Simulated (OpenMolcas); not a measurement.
F2+: effect of the active space

```json
{
 "Program": "OpenMolcas 26.06",
 "Method": "SS-CASPT2, IPEA 0.25 Eh, imaginary shift 0.1 Eh",
 "Basis": "ANO-L-VTZP",
 "Scalar Hamiltonian": "non-relativistic, point nucleus",
 "Spin-orbit coupling": "RASSI with atomic mean-field integrals over the reference wave functions, term energies averaged over their components"
}
```

A. 3 electrons in 3 orbitals (2p); 2S+1 = 4 odd, 1 root; 2S+1 = 2 odd, 8 roots; closed shells correlated: 1s 2s; CASPT2 step of the order of 0.7 core-seconds
B. 5 electrons in 4 orbitals (2s 2p); 2S+1 = 4 odd, 1 root; 2S+1 = 2 odd, 8 roots; 2S+1 = 4 even, 3 roots; 2S+1 = 2 even, 9 roots; closed shells correlated: 1s; CASPT2 step roughly 1.5 core-seconds

Energies in cm⁻¹ above 2s² 2p³ ⁴S°_3/2.

```
          Level      A      B
2s² 2p³ ⁴S°_3/2    0.0    0.0
2s² 2p³ ²D°_3/2  34950  34970
2s² 2p³ ²D°_5/2  34960  34980
2s² 2p³ ²P°_1/2  55120  52290
2s² 2p³ ²P°_3/2  55130  52280
```

Between A and B the level of the table that moves most is 2s² 2p³ ²P°_3/2, by 2800 cm-1 (lowest in B, highest in A). Moves below CASPT2's spread within the term are not significant.

CASPT2 breaks the degeneracy within a term, and the mean is taken; among the terms shown or strongly mixed into the levels shown the widest spread is 150 cm-1 (2s² 2p³ ²D°, B). With the s shell closed, the reference lacks s² → p² mixing (holds for A). Only configurations of the active space appear. The table leaves out levels that lie high or whose names do not pair safely across all columns.

° marks odd parity.
